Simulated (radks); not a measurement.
All-electron atom: the iron ion Fe3+ in [Ar] 3d5.

Calculated with a radial shooting solver on a logarithmic mesh with Libxc functionals: scalar-relativistic Kohn-Sham, PBE, spin-polarised, spherical densities, point nucleus; open shells are filled with parallel spins first.

Energy parts (eV):
part                      energy
total                 -34572.932
kinetic                34989.311
electron-nucleus      -81824.846
Hartree                13755.458
exchange-correlation   -1492.855

Orbitals (lengths in bohr, moments of r in powers of bohr; r(max) is where P^2 peaks):
| orbital | occ. | eigenvalue (eV) | r(max) | <r^4> |
|---|---|---|---|---|
| 1s down | 1 | -7036.028 | 0.03827 | 0.00005432 |
| 1s up | 1 | -7036.009 | 0.03827 | 0.00005433 |
| 2s up | 1 | -858.1961 | 0.2225 | 0.01241 |
| 2s down | 1 | -855.5547 | 0.2222 | 0.01229 |
| 2p up | 3 | -736.5987 | 0.1799 | 0.009512 |
| 2p down | 3 | -734.6007 | 0.1797 | 0.009387 |
| 3s up | 1 | -133.2338 | 0.6988 | 0.8856 |
| 3s down | 1 | -127.1882 | 0.7000 | 0.9090 |
| 3p up | 3 | -98.9982 | 0.7099 | 1.194 |
| 3p down | 3 | -93.0675 | 0.7118 | 1.250 |
| 3d up | 5 | -45.1811 | 0.6925 | 3.177 |
| 3d down | 0 | -39.5634 | 0.7025 | 3.885 |
| 4s up | 0 | -32.0365 | 2.003 | 47.13 |
| 4p up | 0 | -24.7331 | 2.283 | 81.38 |

The highest occupied level is 3d up at -45.181 eV. Spin moment in Bohr magnetons: 5. For comparison, the ionisation energy in NIST's Atomic Spectra Database is 54.91 eV (measured). In exact Kohn-Sham theory the highest level is minus the ionisation energy, but local and semilocal functionals leave it too shallow, through self-interaction and a potential that decays too fast; potentials with the right tail come closer. Summed over all electrons, <r^2> = 13.12 bohr^2, which gives a Langevin (diamagnetic) susceptibility term of -10.4 x 10^-6 cm^3/mol.
